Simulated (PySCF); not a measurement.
Simulation results for CH$_{4}$AlO$_{2}$, CH$_{3}$AlO$_{2}$, CH$_{4}$FOSi, CH$_{3}$FOSi and others

Computed with PySCF 2.14.0. Calculation on a computer-drawn molecule: optimised geometry and harmonic frequencies of an isolated molecule of the commonest isotopes, restricted reference for singlets and unrestricted otherwise, frozen core in MP2.

Common to all runs: basis cc-pV(D+d)Z.

(1) CH$_{4}$AlO$_{2}$

Start structure:
```xyz
8
CH4AlO2
O      0.2193     1.8493     1.9889
C      0.5251     0.8208     1.1332
O     -0.0035     1.0365    -0.1234
Al    -0.5752     1.3786    -1.6103
H     -0.7023     1.8605     2.0539
H      1.6510     0.8107     1.0605
H      0.1963    -0.1109     1.5009
H      0.4181     1.3543    -2.9003
```

Here we set charge 0, multiplicity 2 and method HF.

It finds rotational constants 18.46, 3.266, 3.011 GHz; total energy -431.8599 hartree; spin squared 0.7557; convergence status largest gradient component 6.643e-06 hartree/bohr.

Drawn bonds:
| atom | other atom | order |
| --- | --- | --- |
| 1 | 2 | 1 |
| 2 | 3 | 1 |
| 3 | 4 | 1 |
| 1 | 5 | 1 |
| 2 | 6 | 1 |
| 2 | 7 | 1 |
| 4 | 8 | 1 |

Optimised structure:
```xyz
8
CH4AlO2
O      0.2699     2.0010     1.5929
C      0.4700     0.7562     1.0168
O     -0.4035     0.5357    -0.0317
Al    -0.5594     1.1383    -1.6144
H     -0.5924     2.0155     1.9838
H      1.5069     0.7484     0.6778
H      0.3278    -0.0420     1.7496
H      0.7095     1.8467    -2.2713
```

Modes:
| frequency (cm⁻¹) | reduced mass (dalton) |
| --- | --- |
| 58.54 | 4.412 |
| 159.1 | 2.409 |
| 203.9 | 1.309 |
| 405.3 | 1.123 |
| 593.6 | 5.34 |
| 653.7 | 1.252 |
| 761.9 | 6.259 |
| 1139 | 1.31 |
| 1201 | 6.051 |
| 1253 | 7.101 |
| 1372 | 1.157 |
| 1502 | 1.231 |
| 1571 | 1.183 |
| 1654 | 1.096 |
| 1892 | 1.044 |
| 3186 | 1.059 |
| 3240 | 1.112 |
| 4132 | 1.066 |

(2) CH$_{3}$AlO$_{2}$

Start structure:
```xyz
7
CH3AlO2
O     -0.1812    -2.3798     0.7371
C     -0.5173    -1.0356     0.5980
O      0.6632    -0.2507     0.1295
Al     1.9862     0.4672    -0.3745
H     -0.8477    -2.8112     0.9648
H     -0.8365    -0.6252     1.4951
H     -1.3165    -0.8311    -0.2257
```

Settings of this run: charge 0, multiplicity 1 and method HF.

The calculation gives: rotational constants 18.02, 3.757, 3.171 GHz; total energy -431.3044 hartree; convergence status largest gradient component 2.184e-05 hartree/bohr.

Drawn bonds:
| atom | other atom | order |
| --- | --- | --- |
| 1 | 2 | 1 |
| 2 | 3 | 1 |
| 3 | 4 | 1 |
| 1 | 5 | 1 |
| 2 | 6 | 1 |
| 2 | 7 | 1 |

Optimised structure:
```xyz
7
CH3AlO2
O      0.0112    -2.1881     0.6209
C     -0.5593    -0.9098     0.5583
O      0.4090    -0.0418     0.1521
Al     2.0557     0.0079    -0.2991
H     -0.6369    -2.8181     0.9016
H     -0.9371    -0.6151     1.5437
H     -1.3924    -0.9014    -0.1533
```

Modes:
| frequency (cm⁻¹) | reduced mass (dalton) |
| --- | --- |
| 71.99 | 10.36 |
| 139.5 | 2.742 |
| 227.4 | 1.137 |
| 607.8 | 8.466 |
| 688 | 6.854 |
| 1136 | 2.821 |
| 1248 | 1.514 |
| 1262 | 3.367 |
| 1376 | 1.047 |
| 1408 | 1.929 |
| 1595 | 1.247 |
| 1666 | 1.105 |
| 3145 | 1.053 |
| 3179 | 1.114 |
| 4142 | 1.067 |

(3) CH$_{3}$AlO$_{2}$

Start structure:
```xyz
7
CH3AlO2
O      0.0112    -2.1881     0.6209
C     -0.5593    -0.9098     0.5583
O      0.4090    -0.0418     0.1521
Al     2.0557     0.0079    -0.2991
H     -0.6369    -2.8181     0.9016
H     -0.9371    -0.6151     1.5437
H     -1.3924    -0.9014    -0.1533
```

It was run with charge 0, multiplicity 1 and method MP2.

It finds rotational constants 14.89, 4.278, 3.396 GHz; total energy -431.8586 hartree; convergence status largest gradient component 2.004e-05 hartree/bohr.

Drawn bonds:
| atom | other atom | order |
| --- | --- | --- |
| 1 | 2 | 1 |
| 2 | 3 | 1 |
| 3 | 4 | 1 |
| 1 | 5 | 1 |
| 2 | 6 | 1 |
| 2 | 7 | 1 |

Optimised structure:
```xyz
7
CH3AlO2
O      0.0924    -2.1327     0.5898
C     -0.5804    -0.8731     0.5578
O      0.3485     0.0620     0.1503
Al     2.0302    -0.1877    -0.2588
H     -0.5405    -2.8082     0.8739
H     -0.9690    -0.6181     1.5654
H     -1.4309    -0.9085    -0.1541
```

Modes:
| frequency (cm⁻¹) | reduced mass (dalton) |
| --- | --- |
| 61.01 | 10.05 |
| 108 | 1.678 |
| 188.3 | 1.517 |
| 572.7 | 6.681 |
| 667.6 | 10.11 |
| 1046 | 3.603 |
| 1148 | 2.792 |
| 1165 | 1.499 |
| 1257 | 1.051 |
| 1299 | 1.888 |
| 1465 | 1.241 |
| 1558 | 1.097 |
| 3016 | 1.053 |
| 3063 | 1.114 |
| 3838 | 1.066 |

(4) CH$_{4}$FOSi

Start structure:
```xyz
8
CH4FOSi
O     -2.0287    -0.4506    -0.2529
C     -0.8270    -1.2928     0.1338
Si     0.0663    -0.2209     1.5258
F     -1.0718    -0.0827     2.6736
H     -2.5834    -0.4666     0.5171
H     -1.1741    -2.2388     0.4366
H     -0.2557    -1.3221    -0.7093
H      0.2971     1.1614     1.1351
```

Here we set charge 0, multiplicity 2 and method HF.

The calculation gives: rotational constants 10.73, 4.078, 3.277 GHz; total energy -503.4450 hartree; spin squared 0.7536; convergence status largest gradient component 2.036e-05 hartree/bohr.

Drawn bonds:
| atom | other atom | order |
| --- | --- | --- |
| 1 | 2 | 1 |
| 2 | 3 | 1 |
| 3 | 4 | 1 |
| 1 | 5 | 1 |
| 2 | 6 | 1 |
| 2 | 7 | 1 |
| 3 | 8 | 1 |

Optimised structure:
```xyz
8
CH4FOSi
O     -2.0592    -0.5292    -0.2203
C     -0.8751    -1.2041     0.1500
Si     0.0042    -0.2591     1.5326
F     -1.1408    -0.0347     2.6704
H     -2.6377    -0.4874     0.5280
H     -1.0760    -2.2425     0.4373
H     -0.2368    -1.2411    -0.7348
H      0.4441     1.0851     1.0966
```

Modes:
| frequency (cm⁻¹) | reduced mass (dalton) |
| --- | --- |
| 92.8 | 4.436 |
| 183 | 3.144 |
| 318.5 | 2.418 |
| 399.1 | 1.244 |
| 677.8 | 2.392 |
| 691.6 | 1.703 |
| 817.9 | 1.357 |
| 866.7 | 3.129 |
| 912.3 | 1.779 |
| 1146 | 6.292 |
| 1236 | 1.043 |
| 1402 | 1.274 |
| 1498 | 1.219 |
| 1571 | 1.071 |
| 2304 | 1.043 |
| 3163 | 1.066 |
| 3238 | 1.097 |
| 4133 | 1.067 |

(5) CH$_{3}$FOSi

Start structure:
```xyz
7
CH3FOSi
O     -0.2306     1.7727    -1.8515
C     -0.7866     0.9868    -0.7719
Si    -0.9826     2.1060     0.7715
F     -1.5007     0.8890     1.7333
H     -0.1606     1.2495    -2.5935
H     -1.7260     0.5187    -1.0881
H     -0.1046     0.1222    -0.5920
```

Settings of this run: charge 0, multiplicity 1 and method HF.

The calculation gives: rotational constants 19.86, 3.211, 2.812 GHz; total energy -502.8569 hartree; convergence status largest gradient component 2.384e-05 hartree/bohr.

Drawn bonds:
| atom | other atom | order |
| --- | --- | --- |
| 1 | 2 | 1 |
| 2 | 3 | 1 |
| 3 | 4 | 1 |
| 1 | 5 | 1 |
| 2 | 6 | 1 |
| 2 | 7 | 1 |

Optimised structure:
```xyz
7
CH3FOSi
O     -0.2584     1.7778    -1.8406
C     -0.7620     0.9753    -0.7986
Si    -0.9565     2.0723     0.7502
F     -1.5324     0.8928     1.7281
H     -0.1508     1.2604    -2.6242
H     -1.7381     0.5320    -1.0478
H     -0.0936     0.1343    -0.5594
```

Modes:
| frequency (cm⁻¹) | reduced mass (dalton) |
| --- | --- |
| 98.18 | 3.725 |
| 195.4 | 6.278 |
| 301.2 | 1.111 |
| 354 | 10.17 |
| 630 | 1.273 |
| 697.5 | 4.235 |
| 842 | 20.96 |
| 1166 | 4.883 |
| 1262 | 1.149 |
| 1300 | 1.121 |
| 1470 | 1.407 |
| 1567 | 1.093 |
| 3104 | 1.056 |
| 3143 | 1.102 |
| 4145 | 1.067 |

(6) CH$_{3}$FOSi

Start structure:
```xyz
7
CH3FOSi
O     -0.2584     1.7778    -1.8406
C     -0.7620     0.9753    -0.7985
Si    -0.9565     2.0723     0.7502
F     -1.5324     0.8928     1.7281
H     -0.1508     1.2604    -2.6242
H     -1.7381     0.5320    -1.0478
H     -0.0936     0.1343    -0.5594
```

Here we set charge 0, multiplicity 1 and method MP2.

The calculation gives: rotational constants 19.71, 3.158, 2.769 GHz; total energy -503.4483 hartree; convergence status largest gradient component 6.721e-06 hartree/bohr.

Drawn bonds:
| atom | other atom | order |
| --- | --- | --- |
| 1 | 2 | 1 |
| 2 | 3 | 1 |
| 3 | 4 | 1 |
| 1 | 5 | 1 |
| 2 | 6 | 1 |
| 2 | 7 | 1 |

Optimised structure:
```xyz
7
CH3FOSi
O     -0.2506     1.8084    -1.8419
C     -0.7620     0.9666    -0.8055
Si    -0.9551     2.0747     0.7474
F     -1.5391     0.9045     1.7603
H     -0.1484     1.2613    -2.6315
H     -1.7486     0.5155    -1.0571
H     -0.0880     0.1138    -0.5639
```

Modes:
| frequency (cm⁻¹) | reduced mass (dalton) |
| --- | --- |
| 88.45 | 3.878 |
| 166.1 | 6.239 |
| 267.1 | 1.122 |
| 327.5 | 10.36 |
| 582.3 | 1.246 |
| 664 | 4.174 |
| 822.8 | 20.97 |
| 1077 | 8.105 |
| 1164 | 1.059 |
| 1204 | 1.126 |
| 1363 | 1.386 |
| 1463 | 1.101 |
| 2992 | 1.056 |
| 3043 | 1.102 |
| 3852 | 1.067 |

(7) BH$_{3}$NOSi

Start structure:
```xyz
7
BH3NOSi
O      1.5687     0.5011    -2.8748
B      1.0182     0.9001    -1.7929
N      0.4790     1.2456    -0.6773
Si    -0.1725     1.6085     0.7330
H      1.6196     1.0293    -3.6649
H     -0.8006     2.9074     0.9444
H     -0.1532     0.6530     1.8346
```

It was run with charge 1, multiplicity 1 and method MP2.

Results for BH$_{3}$NOSi: rotational constants 130.8, 2.297, 2.258 GHz; total energy -445.0093 hartree; convergence status largest gradient component 1.829e-05 hartree/bohr.

Drawn bonds:
| atom | other atom | order |
| --- | --- | --- |
| 1 | 2 | 1 |
| 2 | 3 | 1 |
| 3 | 4 | 2 |
| 1 | 5 | 1 |
| 4 | 6 | 1 |
| 4 | 7 | 1 |

Optimised structure:
```xyz
7
BH3NOSi
O      1.5861     0.4809    -2.9021
B      1.0249     0.8949    -1.8079
N      0.4842     1.2189    -0.6634
Si    -0.1816     1.6108     0.7560
H      1.6157     1.0582    -3.6837
H     -0.8047     2.9241     0.9358
H     -0.1654     0.6571     1.8674
```

Modes:
| frequency (cm⁻¹) | reduced mass (dalton) |
| --- | --- |
| 79.8 | 4.676 |
| 116.2 | 7.283 |
| 263.2 | 1.093 |
| 411.4 | 3.978 |
| 483.5 | 9.105 |
| 652.3 | 8.343 |
| 705.7 | 1.214 |
| 742.4 | 1.16 |
| 854.2 | 1.346 |
| 998.3 | 1.066 |
| 1333 | 11.49 |
| 2022 | 10.89 |
| 2371 | 1.027 |
| 2416 | 1.061 |
| 3821 | 1.068 |

(8) AlBH$_{3}$O$_{2}$

Start structure:
```xyz
7
AlBH3O2
O     -0.2391     0.5845     3.0467
B     -0.5907     0.3306     1.8953
Al    -1.1804    -0.2325    -0.1404
O     -1.5821    -1.7865    -0.0693
H      0.0147     0.8081     3.9798
H     -1.0879     0.8057    -1.2864
H     -1.8934    -2.7057    -0.1484
```

Here we set charge 1, multiplicity 1 and method HF.

Results for AlBH$_{3}$O$_{2}$: rotational constants 16.68, 2.603, 2.252 GHz; total energy -417.9233 hartree; convergence status largest gradient component 2.277e-05 hartree/bohr.

Drawn bonds:
| atom | other atom | order |
| --- | --- | --- |
| 1 | 2 | 1 |
| 2 | 3 | 1 |
| 3 | 4 | 1 |
| 1 | 5 | 1 |
| 3 | 6 | 1 |
| 4 | 7 | 1 |

Optimised structure:
```xyz
7
AlBH3O2
O     -0.1458     0.7974     3.0057
B     -0.5137     0.4090     1.8876
Al    -1.1643    -0.2573    -0.1271
O     -1.6234    -1.8118     0.1842
H     -0.0567     0.5021     3.9079
H     -1.0823     0.7297    -1.3152
H     -1.9726    -2.5648    -0.2659
```

Modes:
| frequency (cm⁻¹) | reduced mass (dalton) |
| --- | --- |
| 112 | 4.629 |
| 154 | 1.219 |
| 267.8 | 3.086 |
| 330.7 | 3.129 |
| 406.5 | 5.019 |
| 447.1 | 1.653 |
| 457.1 | 1.176 |
| 502.4 | 1.376 |
| 507 | 1.185 |
| 645.1 | 1.184 |
| 965.6 | 6.761 |
| 1801 | 9.203 |
| 2139 | 1.046 |
| 4058 | 1.074 |
| 4204 | 1.069 |

(9) AlBH$_{3}$O$_{2}$

Start structure:
```xyz
7
AlBH3O2
O     -0.1458     0.7974     3.0057
B     -0.5137     0.4090     1.8876
Al    -1.1643    -0.2573    -0.1271
O     -1.6234    -1.8118     0.1842
H     -0.0567     0.5021     3.9079
H     -1.0823     0.7297    -1.3152
H     -1.9726    -2.5648    -0.2659
```

Settings of this run: charge 1, multiplicity 1 and method MP2.

It finds rotational constants 16.12, 2.617, 2.252 GHz; total energy -418.4127 hartree; convergence status largest gradient component 3.031e-05 hartree/bohr.

Drawn bonds:
| atom | other atom | order |
| --- | --- | --- |
| 1 | 2 | 1 |
| 2 | 3 | 1 |
| 3 | 4 | 1 |
| 1 | 5 | 1 |
| 3 | 6 | 1 |
| 4 | 7 | 1 |

Optimised structure:
```xyz
7
AlBH3O2
O     -0.1515     0.7788     3.0110
B     -0.5232     0.3846     1.8823
Al    -1.1664    -0.2635    -0.1271
O     -1.6247    -1.8413     0.2252
H     -0.0268     0.5630     3.9500
H     -1.0867     0.7212    -1.3232
H     -1.9796    -2.5385    -0.3410
```

Modes:
| frequency (cm⁻¹) | reduced mass (dalton) |
| --- | --- |
| 102.6 | 4.416 |
| 150 | 1.381 |
| 249.7 | 2.434 |
| 284.5 | 1.251 |
| 333.9 | 6.244 |
| 403.3 | 7.076 |
| 449.4 | 1.187 |
| 475 | 1.326 |
| 550.7 | 1.15 |
| 619.9 | 1.242 |
| 914 | 5.795 |
| 1745 | 9.023 |
| 2095 | 1.047 |
| 3825 | 1.078 |
| 3909 | 1.069 |

(10) AlBH$_{3}$O$_{2}$

Start structure:
```xyz
7
AlBH3O2
O     -2.5457     2.1749     0.0650
B     -1.7757     1.5057    -0.4808
O     -0.9140     0.7766    -1.0299
Al     0.3291    -0.2436    -1.8053
H     -3.1969     2.7274     0.4881
H      0.2067    -1.7013    -1.3724
H      1.1980     0.5063    -2.7163
```

It was run with charge 1, multiplicity 1 and method HF.

It finds rotational constants 105.3, 2.215, 2.17 GHz; total energy -417.9835 hartree; convergence status largest gradient component 2.27e-05 hartree/bohr.

Drawn bonds:
| atom | other atom | order |
| --- | --- | --- |
| 1 | 2 | 1 |
| 2 | 3 | 1 |
| 3 | 4 | 1 |
| 1 | 5 | 1 |
| 4 | 6 | 1 |
| 4 | 7 | 1 |

Optimised structure:
```xyz
7
AlBH3O2
O     -2.6646     2.0820     0.2653
B     -1.7827     1.4431    -0.3821
O     -0.9428     0.7615    -0.9692
Al     0.2936    -0.3072    -1.8072
H     -2.9060     2.9963     0.1435
H      0.2711    -1.7316    -1.2011
H      1.0331     0.5019    -2.9009
```

Modes:
| frequency (cm⁻¹) | reduced mass (dalton) |
| --- | --- |
| 84.91 | 4.675 |
| 90.37 | 3.043 |
| 114 | 1.389 |
| 440.5 | 12.33 |
| 468.1 | 2.669 |
| 535.5 | 7.508 |
| 570 | 1.296 |
| 639.8 | 1.19 |
| 769.7 | 1.064 |
| 836.6 | 1.448 |
| 1188 | 10.84 |
| 2111 | 1.076 |
| 2152 | 1.073 |
| 2156 | 6.662 |
| 4060 | 1.069 |
